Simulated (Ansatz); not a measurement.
Energy profile

The step: Si₄H₉Cl ([SiH3][Si]([SiH3])([SiH3])[Cl]) + H₂O + NH₃ → Si₃H₇Cl ([SiH3][SiH]([SiH3])[Cl]) + SiH₄O ([OH][SiH3]) + NH₃; bonds formed: Si1–H8, Si2–O9; bonds broken: Si1–Si2, H8–O9 (atoms numbered as in the saddle structure below).

```tsv
atom	x (Å)	y (Å)	z (Å)
Si1	-0.6530	0.2751	-0.6010
Si2	-0.4317	1.5100	1.9035
Si3	0.4761	-0.1421	-2.6168
Si4	-1.5244	-1.7741	0.1119
Cl5	-2.3371	1.3398	-1.4026
H6	2.3645	-0.6991	0.3931
N7	1.5524	-1.3008	0.4580
H8	0.5937	1.8491	0.0322
O9	0.8745	2.3621	0.9021
H10	-1.8791	1.6470	1.6103
H11	0.0284	0.2268	2.4745
H12	-0.1979	2.5264	2.9847
H13	-0.3847	-0.8826	-3.5820
H14	0.8675	1.1453	-3.2628
H15	1.7307	-0.9322	-2.4378
H16	-0.7968	-2.9266	-0.4948
H17	-2.9658	-1.9126	-0.2340
H18	-1.3998	-1.9174	1.5937
H19	1.4767	-1.6117	1.4188
H20	1.7348	-2.1151	-0.1162
H21	0.8712	3.3328	0.8655
```

Electronic energies by CCSD(T) at an estimated basis limit (MP2 extrapolated from triple and quadruple zeta, plus CCSD(T) − MP2 in triple zeta), on PBE0-D4/def2-TZVP structures; Si4NH14ClO, closed shell; no counterpoise correction. Computed with Ansatz 0.2.0 (basis: def2-TZVPP and def2-QZVPP); correlated methods freeze the cores. Extrapolation: Hartree–Fock as exp(−7.88 √X), correlation as X^−2.97.

Give the profile in eV, counted from the separated reactants. (To be estimated.)

By the calculation:
| point | eV |
| --- | --- |
| separated: Si4H9Cl (linked as [SiH3][Si]([SiH3])([SiH3])[Cl]; Si1, Si2, Si3, Si4, Cl5, H10, H11, H12, H13, H14, H15, H16, H17, H18; singlet) + NH3 (H6, N7, H19, H20; singlet) + H2O (H8, O9, H21; singlet) | 0.000 |
| start structure | -0.497 |
| saddle | 1.395 |
| end structure | -1.207 |
| separated: Si3H7Cl (linked as [SiH3][SiH]([SiH3])[Cl]; Si1, Si3, Si4, Cl5, H8, H13, H14, H15, H16, H17, H18; singlet) + SiH4O (linked as [OH][SiH3]; Si2, O9, H10, H11, H12, H21; singlet) + NH3 (H6, N7, H19, H20; singlet) | -0.717 |

T1 diagnostic: at most 0.013.

For scale, one of the runs: CCSD(T)/def2-TZVPP, 468 basis functions, launched by `ansatz run in.yaml --threads 4 --pin off --events-out ev --progress --plain --max-ram 66560MiB --backend cuda --devices 0, --max-vram 37GiB`. The run took 48 s on 4 CPU threads of an AMD EPYC 7R13 and a share of one NVIDIA H100 (shared host), with 1.3 GiB of host memory at its peak.
